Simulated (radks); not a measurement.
Problem. Successive ionisation energies (eV) of one element, from differences of total energies of ions in their ground configurations, starting at charge 22: 631.07, 677.10, 724.30, 772.63, 822.09, 1062.8, 1111.5, 1160.9, 1210.9, 1261.5, 1312.6, 1382.1, 1435.1, 1488.7, 1542.9, 1749.5, 1803.0, 1856.8, 1910.9, 2059.2, 2116.5, 2266.7. Method: Dirac Kohn-Sham, exchange-only PBE, spin-unpolarised, spherical densities, finite nucleus; open shells fill j = l - 1/2 first; Fermi nuclear charge, rms radius 5.3507 fm; computed with a radial shooting solver on a logarithmic mesh with Libxc functionals. Which element is it?

Solution. Tantalum (Z = 73). The first species listed is Ta22+ in [Kr] 4d10 4f5, the last Ta43+ in [Ar] 3d10 4s2.
